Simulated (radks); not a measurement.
The numbers below are computed, except where a source is named.
These are the eigenvalues of the occupied orbitals of an atom or ion with whole-number occupations (hartree). Code: a radial shooting solver on a logarithmic mesh with Libxc functionals. Model: scalar-relativistic Kohn-Sham, PBEsol, spin-polarised, spherical densities, finite nucleus; Fermi nuclear charge, rms radius of each element as measured or else 0.836 A^(1/3) + 0.57 fm.

| orbital | eigenvalue |
|---|---|
| 1s | -1152.214 |
| 2s | -242.6385 |
| 2p | -227.1794 |
| 3s | -97.53581 |

Which element is it, and in what charge state? The configuration may be excited. Open shells, if any, are filled with parallel spins first.

Answer. Z = 50, tin, charge +38: Sn38+ in [Ne] 3s2. The list shows which subshells hold electrons but not how many an open one holds; the 1s level, -1152.2 hartree, gives Z - s = 48.0 by -(Z - s)^2/2, which with screening and relativity narrows Z to a few neighbours, and the depths of the outer levels then fix element, charge and occupations together.
